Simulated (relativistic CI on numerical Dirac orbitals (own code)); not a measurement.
## Fe2+ (3d6) in a crystal field

Calculated by Dirac-Coulomb-Breit CI, separate exchange-only KLI orbitals for each configuration, QED by a radiative potential, one configuration in a parametric crystal field, unscaled Slater integrals (own radial code). With so little scaling, terms lie 10 to 35 % too far apart, which can change the order of excited levels.

Field parameters in Wybourne normalisation: D3d B²₀ = −7Dσ, B⁴₀ = −14Dq − 21Dτ, B⁴₃ = −14√(10/7) Dq. The field is a parameter set, without covalency.

S is read from ⟨S²⟩ = S(S + 1).

Powder χT (cm³ K mol⁻¹) by Van Vleck's formula, with temperature-independent terms:

| Field | 2 K | 5 K | 10 K | 20 K | 50 K | 100 K | 200 K | 300 K |
| --- | --- | --- | --- | --- | --- | --- | --- | --- |
| D3d, 10Dq = 10100, Dσ = -1200, Dτ = 110 cm⁻¹ | 3.76 | 3.79 | 3.84 | 3.94 | 4.2 | 4.38 | 4.3 | 4.14 |
| D3d, 10Dq = 10100, Dσ = -980, Dτ = 110 cm⁻¹ | 3.69 | 3.72 | 3.78 | 3.88 | 4.15 | 4.32 | 4.24 | 4.09 |
| D3d, 10Dq = 10100, Dσ = -760, Dτ = 110 cm⁻¹ | 3.61 | 3.64 | 3.7 | 3.81 | 4.1 | 4.26 | 4.19 | 4.05 |
| D3d, 10Dq = 10100, Dσ = -550, Dτ = 110 cm⁻¹ | 3.49 | 3.53 | 3.6 | 3.73 | 4.03 | 4.21 | 4.16 | 4.04 |
| D3d, 10Dq = 10100, Dσ = -330, Dτ = 110 cm⁻¹ | 3.09 | 3.17 | 3.29 | 3.52 | 3.91 | 4.16 | 4.19 | 4.09 |
| D3d, 10Dq = 10100, Dσ = -110, Dτ = 110 cm⁻¹ | 0.62 | 1.53 | 2.57 | 3.23 | 3.64 | 3.83 | 3.91 | 3.9 |
| D3d, 10Dq = 10100, Dσ = 110, Dτ = 110 cm⁻¹ | 0.763 | 1.82 | 2.71 | 3.17 | 3.42 | 3.48 | 3.51 | 3.54 |
| D3d, 10Dq = 10100, Dσ = 330, Dτ = 110 cm⁻¹ | 0.921 | 2.06 | 2.79 | 3.14 | 3.32 | 3.35 | 3.38 | 3.4 |

(1) For D3d, 10Dq = 10100, Dσ = 110, Dτ = 110 cm⁻¹: what effective moment follows at 300 K?

Answers

(1) μ_eff = √(8χT) = 5.32 μB. The ground level has S = 2.00; the spin-only moment for S = 2 is 4.90 μB. The difference comes from the orbital moment, spin-orbit mixing of terms and temperature-independent paramagnetism, all larger in this ionic model than in covalent complexes.
